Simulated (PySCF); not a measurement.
Computed shifts of a molecule C4H10BN, PBE0/pcSseg-1 run with PySCF, GIAO, gas phase, equivalent atoms averaged, in ppm (number of nuclei): ¹³C: 150.9 (1), 138.7 (1), 35.1 (1), 9.9 (1). ¹⁵N: 119.7 (1). ¹H: 6.66 (1), 6.37 (1), 5.99 (1), 3.96 (1), 3.24 (3), 0.65 (3). References: ¹³C against TMS (σ = 186.3 ppm); ¹¹B against BF3 (σ = 88.8 ppm); ¹⁵N against NH3 (σ = 267.4 ppm); ¹H against TMS (σ = 31.56 ppm), references at their B3LYP-D3(BJ)/def2-TZVP geometries, non-relativistic. The structure is a stationary point at B3LYP-D3(BJ)/def2-SVP. The values are those of a single conformer.

Q: Identify the compound among the candidates.
(A) C=CBN(C)C
(B) CC1CB(N)C1
(C) C=CB(C)NC
(D) C=CCB(C)N

A: C, C=CB(C)NC
